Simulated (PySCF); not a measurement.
# Ru⁺ (ruthenium, charge +1) across methods

[Kr] 4d6 5p1, one real determinant (an excited configuration). Calculation: PySCF 2.14, in aug-cc-pVTZ-PP with one added diffuse shell each of s, p, d, f, g type with ECP28MDF (7s7p6d4f3g, 113 functions); scalar relativity through the core potential.

```json
{"method": "PBE", "E (hartree)": "-94.0111", "mean ε 4d α (eV)": "-17.569", "mean ε 4d β (eV)": "-15.074", "mean ε 5p α (eV)": "-8.463", "Σ⟨r²⟩ (bohr²)": "42.97", "⟨S²⟩": "8.751"}
{"method": "UHF", "E (hartree)": "-93.41219", "mean ε 4d α (eV)": "-24.338", "mean ε 4d β (eV)": "-20.502", "mean ε 5p α (eV)": "-10.299", "Σ⟨r²⟩ (bohr²)": "43.88", "⟨S²⟩": "8.753"}
{"method": "PBE0", "E (hartree)": "-94.0019", "mean ε 4d α (eV)": "-19.432", "mean ε 4d β (eV)": "-16.671", "mean ε 5p α (eV)": "-9.023", "Σ⟨r²⟩ (bohr²)": "42.98", "⟨S²⟩": "8.751"}
{"method": "r2SCAN", "E (hartree)": "-94.0420", "mean ε 4d α (eV)": "-18.001", "mean ε 4d β (eV)": "-15.068", "mean ε 5p α (eV)": "-8.571", "Σ⟨r²⟩ (bohr²)": "42.70", "⟨S²⟩": "8.752"}
{"method": "PW91", "E (hartree)": "-94.0569", "mean ε 4d α (eV)": "-17.629", "mean ε 4d β (eV)": "-15.152", "mean ε 5p α (eV)": "-8.516", "Σ⟨r²⟩ (bohr²)": "42.91", "⟨S²⟩": "8.751"}
{"method": "LDA", "E (hartree)": "-93.7845", "mean ε 4d α (eV)": "-17.688", "mean ε 4d β (eV)": "-15.052", "mean ε 5p α (eV)": "-8.585", "Σ⟨r²⟩ (bohr²)": "42.93", "⟨S²⟩": "8.751"}
```

(1) Estimate the same row for r2SCAN0.

⟨L²⟩ = 8.02 against 12 for a pure F term, so this real determinant mixes terms. Energies and moments cover only the electrons outside the core potential.

## Answers

(1) E (hartree) = -94.0133; mean ε 4d α (eV) = -19.769; mean ε 4d β (eV) = -16.683; mean ε 5p α (eV) = -9.098; Σ⟨r²⟩ (bohr²) = 42.79; ⟨S²⟩ = 8.752.
